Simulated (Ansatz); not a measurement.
**Abstraction of H: GaH(SH)2 + CH4AsO → Ga(SH)2 + CH5AsO**

Species: GaH(SH)2, singlet; CH4AsO `CO[AsH]`, doublet; Ga(SH)2, doublet; CH5AsO `CO[AsH2]`, singlet. A radical takes H: the energy is the difference in strength between the Ga–H bond broken and the As–H bond made.

Shapes, held fixed at every level: PBE0-D4/def2-TZVP. Flexible molecules stand in one conformer, not always the lowest. Programs: Ansatz 0.2.0. Electronic energies: no zero-point or thermal term.

```
               level                    kind  ΔE (kJ/mol)  less CCSD(T)/def2-TZVPP
      MP2/def2-TZVPP     perturbation theory        +29.2                     -1.7
       HF/def2-TZVPP            Hartree–Fock        +36.4                     +5.5
r2SCAN-D4/def2-TZVPP                meta-GGA        +27.3                     -3.6
 B3LYP-D4/def2-TZVPP           global hybrid        +26.1                     -4.8
  PBE0-D4/def2-TZVPP           global hybrid        +26.1                     -4.8
  wB97M-V/def2-TZVPP  range-separated hybrid        +31.3                     +0.4
     CCSD/def2-TZVPP   coupled cluster or CI        +32.5                     +1.6
  CCSD(T)/def2-TZVPP   coupled cluster or CI        +30.9                      0.0
```

The highest level, CCSD(T)/def2-TZVPP, gives ΔE = +30.9 kJ/mol; the levels span +26.1 to +36.4. The column of differences is taken from that level and isn't an error. No measured value is set beside it here. Open shells run unrestricted. Relativity is left out for As, Ga. Outer-core shells of As, Ga are correlated, in sets that cover them unevenly.
